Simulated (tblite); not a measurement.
Species: C₄H₇F₄NSi.
SMILES with atom numbers: `[CH2:1]=[C:2]([CH2:3][C:4]([F:5])([F:6])[F:7])[Si@@H:8]([NH2:9])[F:10]` (hydrogens: H11, H12 on C1; H13, H14 on C3; H15 on Si8; H16, H17 on N9)

Computed with GFN2-xTB (tblite), gas phase: L-BFGS steps from a force-field or distance-geometry start until the largest atomic force falls under 0.01 eV/Å.

Step 23: E = -973.6957 eV
```
atom  x, y, z in Å  |  force x, y, z in eV/Å
C1     -0.2193   -1.6223   -1.1528    0.011   0.012   0.013
C2      0.0229   -0.7975   -0.1452    0.019  -0.021  -0.007
C3      1.4440   -0.5211    0.2693    0.033   0.059   0.025
C4      1.8072    0.9313    0.0408    0.001   0.008  -0.023
F5      3.0840    1.1951    0.3673    0.001  -0.034   0.007
F6      1.6632    1.3082   -1.2381   -0.020  -0.034  -0.044
F7      1.0598    1.7898    0.7588    0.011  -0.025   0.009
Si8    -1.3708    0.0268    0.8318   -0.023  -0.007   0.001
N9     -2.2364    1.0431   -0.2381    0.010   0.014   0.006
F10    -2.4515   -1.1111    1.2102   -0.001  -0.015  -0.009
H11     0.5697   -2.1178   -1.6975    0.013  -0.010  -0.043
H12    -1.2251   -1.8404   -1.4610   -0.043  -0.010  -0.012
H13     1.5806   -0.7266    1.3326    0.020   0.023   0.034
H14     2.1512   -1.1276   -0.3043   -0.022   0.046   0.014
H15    -0.9110    0.4952    2.1325   -0.043   0.000   0.004
H16    -3.1916    1.2736   -0.0156    0.006   0.012   0.008
H17    -1.7839    1.8133   -0.7008    0.026  -0.016   0.017
```

Step 24: E = -973.6963 eV
```
atom  x, y, z in Å  |  force x, y, z in eV/Å
C1     -0.2195   -1.6226   -1.1522    0.015   0.032   0.020
C2      0.0227   -0.7974   -0.1449    0.023  -0.023   0.007
C3      1.4432   -0.5198    0.2709    0.055   0.054   0.011
C4      1.8084    0.9318    0.0387   -0.015   0.000   0.002
F5      3.0850    1.1959    0.3665   -0.003  -0.041  -0.017
F6      1.6626    1.3076   -1.2406   -0.008  -0.037  -0.015
F7      1.0621    1.7891    0.7586   -0.004   0.001   0.002
Si8    -1.3721    0.0254    0.8319   -0.023  -0.002  -0.001
N9     -2.2369    1.0421   -0.2390    0.015  -0.007   0.025
F10    -2.4540   -1.1121    1.2076   -0.002  -0.019  -0.005
H11     0.5678   -2.1171   -1.6995    0.027  -0.015  -0.041
H12    -1.2254   -1.8390   -1.4598   -0.059  -0.016  -0.016
H13     1.5833   -0.7242    1.3343    0.000   0.032   0.026
H14     2.1504   -1.1264   -0.3012   -0.008   0.023  -0.006
H15    -0.9123    0.4926    2.1332   -0.046   0.000   0.000
H16    -3.1913    1.2749   -0.0151    0.009   0.016   0.004
H17    -1.7810    1.8112   -0.6993    0.024   0.003   0.005
```

Step 25: E = -973.6969 eV
```
atom  x, y, z in Å  |  force x, y, z in eV/Å
C1     -0.2197   -1.6224   -1.1516    0.012   0.034   0.009
C2      0.0230   -0.7974   -0.1441    0.019  -0.017   0.020
C3      1.4434   -0.5176    0.2728    0.045   0.022   0.000
C4      1.8094    0.9325    0.0367   -0.024  -0.008   0.022
F5      3.0860    1.1958    0.3650   -0.002  -0.036  -0.037
F6      1.6619    1.3063   -1.2434    0.000  -0.032   0.013
F7      1.0642    1.7887    0.7584   -0.015   0.027  -0.010
Si8    -1.3738    0.0241    0.8320   -0.004  -0.015   0.011
N9     -2.2372    1.0410   -0.2392    0.022   0.014   0.013
F10    -2.4567   -1.1133    1.2045   -0.002  -0.021  -0.002
H11     0.5662   -2.1166   -1.7020    0.021  -0.008  -0.026
H12    -1.2266   -1.8376   -1.4587   -0.040  -0.014  -0.009
H13     1.5858   -0.7210    1.3364   -0.015   0.041   0.016
H14     2.1497   -1.1249   -0.2982    0.012   0.002  -0.022
H15    -0.9141    0.4892    2.1347   -0.050  -0.002  -0.007
H16    -3.1908    1.2761   -0.0147    0.013   0.019  -0.001
H17    -1.7777    1.8092   -0.6983    0.007  -0.006   0.011
```

Step 26: E = -973.6974 eV
```
atom  x, y, z in Å  |  force x, y, z in eV/Å
C1     -0.2197   -1.6218   -1.1511    0.004   0.022  -0.009
C2      0.0238   -0.7975   -0.1429    0.008  -0.014   0.024
C3      1.4443   -0.5155    0.2743    0.014  -0.019  -0.005
C4      1.8100    0.9331    0.0352   -0.021  -0.011   0.028
F5      3.0870    1.1952    0.3630    0.000  -0.024  -0.044
F6      1.6614    1.3045   -1.2456    0.001  -0.023   0.030
F7      1.0656    1.7886    0.7583   -0.016   0.044  -0.021
Si8    -1.3756    0.0223    0.8322    0.008  -0.020   0.004
N9     -2.2371    1.0402   -0.2394    0.019   0.000   0.025
F10    -2.4594   -1.1150    1.2019   -0.001  -0.022  -0.001
H11     0.5653   -2.1161   -1.7045    0.003   0.007  -0.007
H12    -1.2282   -1.8364   -1.4576   -0.002  -0.007   0.003
H13     1.5875   -0.7175    1.3383   -0.021   0.043   0.007
H14     2.1492   -1.1239   -0.2961    0.028  -0.008  -0.029
H15    -0.9166    0.4866    2.1351   -0.049   0.000  -0.002
H16    -3.1902    1.2778   -0.0142    0.018   0.022  -0.005
H17    -1.7744    1.8072   -0.6968    0.005   0.009   0.001
```

Question: Estimate the geometry and energy of step 27. (The exact step hangs on the optimiser's Hessian estimate; all steps are aligned on step 26, rigid shifts and turns removed.)

Answer: E = -973.6979 eV, largest force 0.060 eV/Å
```
atom  x, y, z in Å  |  force x, y, z in eV/Å
C1     -0.2197   -1.6206   -1.1507   -0.005   0.003  -0.028
C2      0.0248   -0.7978   -0.1413   -0.002  -0.010   0.021
C3      1.4455   -0.5136    0.2760   -0.023  -0.055  -0.005
C4      1.8103    0.9336    0.0342   -0.013  -0.009   0.022
F5      3.0881    1.1942    0.3597    0.004  -0.009  -0.040
F6      1.6610    1.3022   -1.2473   -0.004  -0.011   0.033
F7      1.0670    1.7898    0.7575   -0.012   0.050  -0.029
Si8    -1.3773    0.0201    0.8326    0.022  -0.032   0.005
N9     -2.2366    1.0394   -0.2390    0.019   0.014   0.015
F10    -2.4625   -1.1170    1.1987    0.002  -0.023   0.000
H11     0.5641   -2.1154   -1.7072   -0.016   0.026   0.014
H12    -1.2300   -1.8351   -1.4562    0.040   0.004   0.017
H13     1.5890   -0.7126    1.3407   -0.022   0.036   0.000
H14     2.1494   -1.1230   -0.2941    0.038  -0.013  -0.026
H15    -0.9200    0.4828    2.1364   -0.047   0.002   0.004
H16    -3.1891    1.2797   -0.0140    0.022   0.021  -0.007
H17    -1.7710    1.8052   -0.6958   -0.002   0.005   0.004
```

The energy changes by -0.0005 eV. The first-order estimate −F·Δx gives -0.0007 eV and the mean of the old and new forces, exact on a quadratic surface, -0.0005 eV. The step makes an angle of 67° with the force vector and moves no atom by more than 0.006 Å.

What follows is the cost of the whole relaxation. The run took 0.69 s on Arm Neoverse V2, one thread, shared host with 96 logical CPUs at a one-minute load of 48.
